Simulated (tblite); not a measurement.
Isomers of C8H13ClO. All values are computed: GFN2-xTB (tblite) harmonic vibrations without scaling, gas phase. The method is semi-empirical: single wavenumbers can be off by several per cent or more. One conformer each.

Electronic energies: GFN2-xTB at the same geometries; isomer energies are rough at this level and their order can be wrong.

| SMILES | electronic energy, lowest = 0 (kJ/mol) |
| --- | --- |
| CC[C@@H]1CCC[C@@H]1C(=O)Cl | 0.0 |
| C=C[C@@H](Cl)C(C)(C)CC=O | 172.7 |
| C=C[C@@H](CC(C)C)C(=O)Cl | 115.8 |

Task: How do GFN2-xTB zero-point energies change the relative energies?

Result: 
```json
{"SMILES": "CC[C@@H]1CCC[C@@H]1C(=O)Cl", "ZPE (kJ/mol)": "512.6", "of it from modes above 1550 cm⁻¹": "244.6", "electronic (kJ/mol)": "0.0", "with ZPE, lowest = 0 (kJ/mol)": "0.0", "lowest mode (cm⁻¹)": "28", "rings": "1"}
{"SMILES": "C=C[C@@H](CC(C)C)C(=O)Cl", "ZPE (kJ/mol)": "501.3", "of it from modes above 1550 cm⁻¹": "256.8", "electronic (kJ/mol)": "115.8", "with ZPE, lowest = 0 (kJ/mol)": "104.6", "lowest mode (cm⁻¹)": "36", "rings": "0"}
{"SMILES": "C=C[C@@H](Cl)C(C)(C)CC=O", "ZPE (kJ/mol)": "496.9", "of it from modes above 1550 cm⁻¹": "255.2", "electronic (kJ/mol)": "172.7", "with ZPE, lowest = 0 (kJ/mol)": "157.1", "lowest mode (cm⁻¹)": "46", "rings": "0"}
```

The zero-point energies span 15.7 kJ/mol, from `C=C[C@@H](Cl)C(C)(C)CC=O` to `CC[C@@H]1CCC[C@@H]1C(=O)Cl`. The order is unchanged.

Task: What do entropy and thermal enthalpy add at 298.15 K and 1 bar (rigid rotor, harmonic oscillator, one conformer each)?

Result: 
| SMILES | point group | symmetry number | S (J/(mol K)) | H − H(0) (kJ/mol) | ZPE + H − H(0) − TS (kJ/mol) |
| --- | --- | --- | --- | --- | --- |
| CC[C@@H]1CCC[C@@H]1C(=O)Cl | C1 | 1 | 438.7 | 30.98 | 412.8 |
| C=C[C@@H](CC(C)C)C(=O)Cl | C1 | 1 | 468.0 | 34.73 | 396.5 |
| C=C[C@@H](Cl)C(C)(C)CC=O | C1 | 1 | 450.4 | 34.21 | 396.9 |
